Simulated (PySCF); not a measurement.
1,1-difluoropropan-2-one (C3H4F2O), SMILES CC(C(F)F)=O.

Coordinates come from a B3LYP-D3(BJ)/def2-SVP optimisation. One conformer was computed; it need not be the lowest.

Two levels are set side by side: TDA-PBE/def2-SVPD (PySCF) and TDA-PBE0/def2-SVPD (PySCF). Vertical, same geometry. The lowest singlet is HOMO→LUMO 100 % with PBE and HOMO→LUMO 99 % with the other functional; states are paired by order. Differences are taken from unrounded values.

```tsv
quantity	TDA-PBE
lowest singlet excitation (eV)	4.01
lowest triplet excitation (TDA) (eV)	3.36
first bright state (f over 0.05) (eV)	8.12
its oscillator strength	0.07
```

Q: These are the TDA-PBE values. What does TDA-PBE0 give? (The exact figures need the calculation; the answer reports its results.)

A: 
| quantity | TDA-PBE0 | TDA-PBE minus TDA-PBE0 |
|---|---|---|
| lowest singlet excitation (eV) | 4.24 | -0.23 |
| lowest triplet excitation (TDA) (eV) | 3.55 | -0.19 |
| first bright state (f over 0.05) (eV) | 8.95 | -0.84 |
| its oscillator strength | 0.15 | -0.08 |

A lower first singlet is the usual sign of a functional without exact exchange. Differences between two approximate levels are no errors against the true value.

Rough cost on one machine, each run with all the roots and properties that it gave: TDA-PBE0 against TDA-PBE about 2 times.
